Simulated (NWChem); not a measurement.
System: SiOH cation, singlet; SMILES [OH+]=[Si]

NWChem input:

```
start job
memory heap 200 mb stack 700 mb global 900 mb
charge 1
geometry units angstroms noautosym nocenter noautoz
  O     -0.898238    -0.015632    -0.006138
  Si     0.660276     0.011523     0.004514
  H     -1.866764    -0.032698    -0.012769
end
basis spherical
  O library def2-svp
  Si library def2-svp
  H library def2-svp
end
dft
  xc pbe0
  iterations 150
end
cosmo
  do_cosmo_smd true
  solvent water
end
task dft energy
```

Low-valent species are run as closed-shell singlets; no triplet was tried in these runs. The geometry was optimised at PBE0/def2-SVP. Solvent: water.

Level: PBE0/def2-SVP with SMD (1 M gas to 1 M solution), gas-phase geometry. Reactions with the solvent are ignored.

Task: Predict the main results of this run. (PBE0/def2-SVP, SMD on the gas-phase geometry.) Quantities: solvation free energy (kcal/mol); cavity-dispersion-structure term (kcal/mol).

Result: 
* **solvation free energy (kcal/mol)**: -65.5
* **cavity-dispersion-structure term (kcal/mol)**: 0.7
